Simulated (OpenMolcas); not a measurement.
## N+: from CASSCF to CASPT2

| Property | Result |
| --- | --- |
| Program | OpenMolcas |
| Basis | ANO-R3 [4s4p2d1f] |
| Scalar Hamiltonian | X2C, finite nucleus |
| Active space | 4 electrons in 4 orbitals (2s 2p) |
| State averaging | 2S+1 = 3 even, 6 roots; 2S+1 = 1 even, 6 roots; 2S+1 = 5 odd, 1 root; 2S+1 = 3 odd, 9 roots; 2S+1 = 1 odd, 8 roots |
| Spin-orbit coupling | RASSI with atomic mean-field integrals over the reference wave functions, term energies averaged over their components |

Methods on the same reference wave functions:
A. CASSCF
B. SS-CASPT2, IPEA 0.25 Eh, imaginary shift 0.1 Eh (closed shells correlated: 1s)
C. MS-CASPT2, IPEA 0.25 Eh, imaginary shift 0.1 Eh (closed shells correlated: 1s)

Energies in cm-1 above 2s2 2p2 3P0, the measured ground level; measured values from NIST Handbook of Basic Atomic Spectroscopic Data.

```
       Level       A       B       C  Measured
 2s2 2p2 3P0     0.0     0.0     0.0       0.0
 2s2 2p2 3P1    44.2    44.2    44.4      48.7
 2s2 2p2 3P2     131     131     132       131
 2s2 2p2 1D2   17496   15260   15290     15316
 2s2 2p2 1S0   30670   31770   31790     32689
2s 2p3 5S* 2   35675   44130   44160     46785
2s 2p3 3D* 2   95658   90220   90240     92250
2s 2p3 3D* 1   95658   90220   90240     92251
2s 2p3 3D* 3   95659   90220   90240     92236
2s 2p3 3P* 0  113049  108680  108710    109223
2s 2p3 3P* 1  113049  108680  108710    109216
2s 2p3 3P* 2  113049  108680  108710    109217
2s 2p3 1D* 2  160473  146420  146440    144188
2s 2p3 3S* 1  167661  157500  157520    155127
2s 2p3 1P* 1  177485  164580  164600    166766
```

Deviations, from unrounded energies. A percentage is the sum of absolute deviations over the sum of measured energies, with the sign that they share, or ± where signs differ.

```csv
Against measurement,Levels,A,B,C
mean absolute deviation (cm-1),14,5500,1300,1300
fine structure of the ground term (%),2,±2.8,±2.8,±3.0
other terms of the ground configuration (%),2,±8.7,-2.0,-1.9
other configurations (%),10,±6.5,±1.5,±1.5
```

B, C lie about equally close to measurement and A furthest from it. The largest miss of C in the table is 2s 2p3 5S* 2, by -2600 cm-1. The ranking rests on the paired levels alone, and a cruder setting can come out closer through cancelling errors.

Between B and C the level of the table that moves most is 2s2 2p2 1D2, by 23 cm-1 (lowest in B, highest in C). Moves below CASPT2's spread within the term are not significant.

The mean deviations of B to C differ by less than CASPT2's widest spread within a term (420 cm-1), so their order carries little weight.

From A to B the spin-free energies of the other terms of 2s2 2p2 shown, above 3P, scale by factors of 0.87 to 1.04.

The lowest spin-free term lies below A's lowest term by 0.080 hartree in B, 0.080 hartree in C.

CASPT2 breaks the degeneracy within a term, and the mean is taken; among the terms shown or strongly mixed into the levels shown the widest spread is 420 cm-1 (2s 2p3 3D*, C). Without dynamic correlation excited terms often stand tens of per cent too high (terms of higher spin than the ground term too low), and those without a measured partner can miss by more than the paired ones (holds for A). Computed and measured levels are paired by configuration, term and J; levels that our copy of the source lacks, or whose pairing is in doubt (as where it misses far off the trend of its configuration), stay unpaired and out of the deviations. Levels of configurations outside the active space are missing. The table leaves out levels that lie high or whose names do not pair safely across all columns.

* marks odd parity.
